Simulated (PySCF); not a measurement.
Ga(H)(Me)(OMe) (C₂H₇GaO), SMILES [GaH]([O]C)[CH3].

The structure is a stationary point at B3LYP-D3(BJ)/def2-SVP. One conformer was computed; it need not be the lowest.

Two levels are set side by side: PBE/def2-TZVP (PySCF) and M06-2X/def2-TZVP (PySCF). Same geometry, gas phase. Differences are taken from unrounded values.

```json
[
 {"quantity": "orbital gap (eV)", "M06-2X": "8.91", "PBE": "4.63", "PBE minus M06-2X": "-4.29"},
 {"quantity": "highest occupied level (eV)", "M06-2X": "-9.16", "PBE": "-6.17", "PBE minus M06-2X": "2.99"},
 {"quantity": "lowest empty level (eV)", "M06-2X": "-0.25", "PBE": "-1.54", "PBE minus M06-2X": "-1.29"},
 {"quantity": "dipole moment (D)", "M06-2X": "1.11", "PBE": "0.86", "PBE minus M06-2X": "-0.25"},
 {"quantity": "mean polarisability (bohr³)", "M06-2X": "56.5", "PBE": "61.1", "PBE minus M06-2X": "4.5"}
]
```

PBE's occupied levels lie high since its potential decays too fast outside the molecule; exact exchange lowers them and widens the gap. Loosely held outer electrons make PBE densities more polarisable. Differences between two approximate levels are no errors against the true value.

Rough cost on one machine, each run with all the roots and properties that it gave: M06-2X against PBE about 3 times.
